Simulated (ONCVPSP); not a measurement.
What one change does to a pseudopotential (platinum, ONCV)

- Element: Pt (Z = 78)
- Generator: ONCVPSP 4.0.1
- Type: optimised norm-conserving Vanderbilt (ONCV)
- Functional: PW91
- Relativity: scalar-relativistic
- Frozen core: [Xe]
- Valence charge: 24
- Reference configuration: 4f14 5d9 6s1
- Partial waves: 6s: rc 2.30 bohr, ncon 4, nbas 8, qcut 2.9 1/bohr, 2 projectors, debl 0.8 Ha; p scattering state at 0.39 Ha: rc 2.25 bohr, ncon 4, nbas 8, qcut 3.7 1/bohr, 2 projectors, debl 2.4 Ha; 5d: rc 1.35 bohr, ncon 4, nbas 9, qcut 7.9 1/bohr, 2 projectors, debl 3.6 Ha; 4f: rc 0.75 bohr, ncon 3, nbas 6, qcut 19.5 1/bohr, 3 projectors, debl 3.8 Ha
- Local potential: polynomial inside 0.55 bohr (lpopt 1, dvloc0 3 Ha)
- Core correction: none

Change: f: debl 0.2. In the f channel the program set the typed energies aside and used -2.579, 0.250, 0.450 Ha.

Cutoffs: the cutoffs (Ha) at which the residual kinetic energy of the hardest occupied pseudo-wave falls to 1 and 0.1 mHa per electron; they do not see the model core or the augmentation charge, which bear on the density cutoff. Errors are all-electron minus pseudo energies relative to the spin-unpolarised reference configuration.

**Question.** Predict the effect on cutoff, ghosts and configuration errors.

**Answer.** The potential gets neither clearly harder nor softer (189 Ha and 430 Ha → 189 Ha and 430 Ha); both files keep a bound ghost (p, s); the errors of the 4 common tests hardly move; the range in which the f phases agree narrows (upper end at the end of the scan → 1.2).

```csv
quantity,base,changed
"cutoff, loose",189 Ha,189 Ha
"cutoff, tight",430 Ha,430 Ha
bound ghosts,"s, p","s, p"
GHOST(+) flags under 300 eV,"p at 37.2 eV, d at 269.2 eV","p at 37.2 eV, f at 220.0 eV, d at 269.2 eV"
"error for 4f14 5d9 6s0, meV [ΔE 9.27 eV]",-5.5,-5.5
"error for 4f14 5d8 6s0, meV [ΔE 29.32 eV]",+19,+19
"error for 4f14 5d7 6s0, meV [ΔE 61.61 eV]",-1.4,-1.3
"error for 4f14 5d8 6s1, meV [ΔE 11.23 eV]",-12,-12
s: phases at 2.34 bohr within 0.05 rad from the reference energy up to (Ha; the scan ends near 5),2.7,2.7
p: phases at 2.28 bohr within 0.05 rad from the reference energy up to (Ha; the scan ends near 5),1.2,1.2
d: phases at 1.37 bohr within 0.05 rad from the reference energy up to (Ha; the scan ends near 5),to the end of the scan,to the end of the scan
f: phases at 0.76 bohr within 0.05 rad from the reference energy up to (Ha; the scan ends near 5),to the end of the scan,1.2
```

 A true bound ghost makes a file unfit for plane-wave use even where its test errors are small: the radial tests pick states by their node count and pass the ghost by.
